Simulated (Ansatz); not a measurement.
ClH5O4Si2 (`O[SiH](Cl)[Si](O)(O)O`). Total charge 0; spin multiplicity 1. All single points use the PBE0-D4/def2-TZVP geometry. It is one conformer, not always the lowest.

```xyz
12

O    -1.271   -1.623    0.981
Si    0.045   -0.673    1.264
Cl   -0.386    0.706    2.750
Si    0.347    0.473   -0.752
O    -1.140    0.695   -1.407
O     1.019    1.956   -0.615
O     1.363   -0.442   -1.642
H    -1.578   -2.205    1.679
H     1.172   -1.474    1.805
H    -1.766   -0.026   -1.302
H     0.445    2.669   -0.331
H     1.748   -0.055   -2.431
```

**Question.** What is the dipole moment at r2SCAN/def2-TZVPP? (Best estimate.)

**Answer.** Ansatz gave: 1.40 D, with components (-0.94, -0.95, -0.42) D in this frame, pointing from negative to positive charge.

**Question.** And with PBE, B3LYP, ωB97M-V? (Estimate.)

**Answer.** Ansatz gave: PBE 1.36 D, B3LYP 1.37 D, ωB97M-V 1.38 D.

**Question.** Give the Mulliken charges with r2SCAN, B3LYP, ωB97M-V in def2-TZVPP. (Best estimate.)

**Answer.** The calculation gave: 
| atom | r2SCAN | B3LYP | ωB97M-V |
| --- | --- | --- | --- |
| O1 | -0.42 | -0.40 | -0.39 |
| Si2 | 0.47 | 0.45 | 0.38 |
| Cl3 | -0.27 | -0.27 | -0.24 |
| Si4 | 0.70 | 0.69 | 0.65 |
| O5 | -0.40 | -0.38 | -0.36 |
| O6 | -0.40 | -0.39 | -0.37 |
| O7 | -0.41 | -0.39 | -0.37 |
| H8 | 0.20 | 0.19 | 0.18 |
| H9 | -0.10 | -0.08 | -0.04 |
| H10 | 0.21 | 0.20 | 0.19 |
| H11 | 0.21 | 0.20 | 0.19 |
| H12 | 0.21 | 0.19 | 0.18 |

B3LYP here is the variant with VWN-RPA as its local correlation; programs differ in this.
